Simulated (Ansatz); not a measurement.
`CC(C)(C)[NH][Ga]([Cl])[Cl]`, 18 atoms. Total charge 0; spin multiplicity 1. Correlated methods include outer-core shells of Ga, which these sets cover unevenly. Scalar relativity is left out up to krypton. Hardware: A = 4 threads of an AMD EPYC 7R13 on a shared host and a share of an NVIDIA H100 80 GB; B = 4 threads of an AMD EPYC 7R13 on a shared host. Correlated methods freeze the cores.

**Question.** How many basis functions does each run have, and how long does it take in Ansatz? RKS PBE0-D4/def2-TZVPP energy [A]; RKS ωB97M-V/def2-QZVPP energy [A]; RKS PBE0-D4/def2-SVP energy [B]; RHF-CCSD(T)/def2-SVP energy [A]; RKS revPBE-D4/def2-TZVPP energy [A]; RKS PBE-D4/def2-TZVPP energy and forces [A]; RKS PBE0-D4/def2-TZVP relaxation (17 steps) [A]; RKS ωB97M-V/def2-SVP energy [B]; RHF-CCSD(T)/def2-TZVPP energy [A]; direct RPA on PBE orbitals/def2-TZVPP energy [A]; RKS r2SCAN0-D4/def2-TZVPP energy [A]; RHF-MP2/def2-QZVPP energy [A]. (An estimate is asked.)

**Answer.** Ansatz gave: Other jobs shared the machine, so times are rough.

| level | job | functions | wall time | peak host memory (GiB) |
| --- | --- | --- | --- | --- |
| RKS PBE-D4/def2-TZVPP | energy and forces [A] | 427 | 3.6 s | 0.94 |
| RKS revPBE-D4/def2-TZVPP | energy [A] | 427 | 3.8 s | 0.93 |
| RKS PBE0-D4/def2-SVP | energy [B] | 188 | 3.9 s | 0.72 |
| RKS PBE0-D4/def2-TZVPP | energy [A] | 427 | 3.9 s | 0.93 |
| RHF-CCSD(T)/def2-SVP | energy [A] | 188 | 4 s | 0.81 |
| direct RPA on PBE orbitals/def2-TZVPP | energy [A] | 427 | 6 s | 2.1 |
| RKS r2SCAN0-D4/def2-TZVPP | energy [A] | 427 | 7 s | 0.96 |
| RKS ωB97M-V/def2-SVP | energy [B] | 188 | 12 s | 1 |
| RHF-MP2/def2-QZVPP | energy [A] | 814 | 13 s | 1.5 |
| RKS ωB97M-V/def2-QZVPP | energy [A] | 814 | 14 s | 1.5 |
| RHF-CCSD(T)/def2-TZVPP | energy [A] | 427 | 29 s | 0.9 |
| RKS PBE0-D4/def2-TZVP | relaxation (17 steps) [A] | 337 | 43 s | 1.1 |
